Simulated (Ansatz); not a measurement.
`C[SiH](F)[GeH3]` + HCl → `C[SiH](Cl)[GeH3]` + H–F at 700 K and 1 bar (ligand exchange at the Si–F bond).

Gas-phase electronic energies from Ansatz, PBE0-D4/def2-TZVP geometries. CCSD(T)/CBS adds triple-zeta CCSD(T) − MP2 to the extrapolated MP2 energy (def2 sets, frozen cores). This one scheme is used for every species. For Ge outer-core shells are correlated without core-valence functions, which leaves a few kJ/mol of doubt a bond. Scalar relativity is left out up to krypton.

```
           species  CCSD(T)/CBS energy (Eh)  H − E (kJ/mol)  S (J/(mol·K))
 `C[SiH](F)[GeH3]`              -2507.31933           272.2          489.3
               HCl               -460.38127            38.4          211.8
`C[SiH](Cl)[GeH3]`              -2867.29429           271.2          502.3
               H–F               -100.39570            45.2          198.5
```

H − E and S are ideal-gas, rigid-rotor, harmonic terms from PBE0-D4/def2-TZVP, for one conformer and one mirror image of each species. 1 Eh = 2625.50 kJ/mol, R = 8.31446 J/(mol·K).

By hand: ΔE, ΔH, ΔS and ΔG.

ΔE = (-2867.29429) + (-100.39570) − (-2507.31933) − (-460.38127) = 0.01061 Eh = 27.9 kJ/mol. Δ(H − E) = 271.2 + 45.2 − 272.2 − 38.4 = 5.8, so ΔH = 33.7 kJ/mol. ΔS = 502.3 + 198.5 − 489.3 − 211.8 = -0.3 J/(mol·K). ΔG = 33.7 − 700 × (-0.3)/1000 = 33.9 kJ/mol.

By hand: the equilibrium constant, and the temperature at which ΔG would vanish if ΔH and ΔS stayed fixed.

log₁₀ K = −ΔG/(RT ln 10) = -2.5. ΔH and −TΔS have one sign here, so there is no such temperature.

The number of gas molecules stays the same, so ΔS is small and ΔH decides. A doubt of 5 kJ/mol in ΔE shifts log₁₀ K by 0.4 here. Other conformers and mirror images would add mixing entropy, several J/(mol·K) or more a flexible species. These are equilibria of isolated gas molecules and say nothing of rates. Largest T1 diagnostic: 0.012 (customary marks: 0.02 for closed shells, 0.045 for open ones).

ΔS is within the doubt of such terms, so its sign, and with it that verdict, could turn.
